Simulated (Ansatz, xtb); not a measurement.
# A geometry optimisation of C6H6BN with r2SCAN-D4/def2-SVP

The starting geometry of this gas-phase singlet was built from a drawn formula by distance geometry and a force field; its bonds are those of `B[C@@H]1C=CC(C#N)=C1`.

```csv
atom,x (Å),y (Å),z (Å)
C,-0.6454,-0.1828,-1.5566
C,-0.8899,1.0411,-0.6879
C,0.2168,1.4566,-0.1814
C,1.3041,0.6763,-0.6708
C,2.7031,0.8692,-0.4229
C,0.8105,-0.2164,-1.5009
B,-1.1758,0.1924,-3.0665
N,3.8169,1.0256,-0.1699
H,-0.5483,0.9640,-3.6694
H,-2.3034,0.0341,-3.2838
H,-1.1277,-1.0518,-1.1605
H,-1.8557,1.4344,-0.4353
H,0.3436,2.3295,0.5130
H,1.4547,-0.9949,-2.0143
```

Question: Predict what becomes of its bonds when it is optimised with r2SCAN-D4/def2-SVP.

Answer: A new bond forms, giving a structure given below by its coordinates. Distances that change by over a tenth: C2–C3 (1.29 → 1.42 Å). Contacts that close: C2–B7 (2.54 → 1.74 Å).

The energy falls by 1.05 eV over 15 steps:

```tsv
step	E − E(last) (eV)
1	1.054
3	0.304
4	0.268
6	0.121
7	0.081
9	0.021
10	0.010
12	0.001
13	0.000
15	0.000
```

Final geometry (Å):

```xyz
14

C    -0.6370   -0.5032   -1.3542
C    -1.0333    0.7917   -0.8087
C     0.1584    1.4738   -0.4529
C     1.2648    0.6459   -0.7465
C     2.6334    1.0141   -0.6254
C     0.7798   -0.5564   -1.3079
B    -0.9853    0.7165   -2.5490
N     3.7553    1.3097   -0.5101
H    -0.0442    1.2306   -3.0866
H    -2.0638    0.6107   -3.0808
H    -1.3031   -1.3529   -1.5102
H    -2.0420    1.0616   -0.4930
H     0.2198    2.4969   -0.0785
H     1.4008   -1.3616   -1.7037
```

From the same start GFN2-xTB reaches the same bonding as this run.

The end wasn't checked by frequencies. Run with Ansatz 0.2.0, 36 s on 2 threads of Intel(R) Xeon(R) 6975P-C (Granite Rapids), with other jobs on the host.
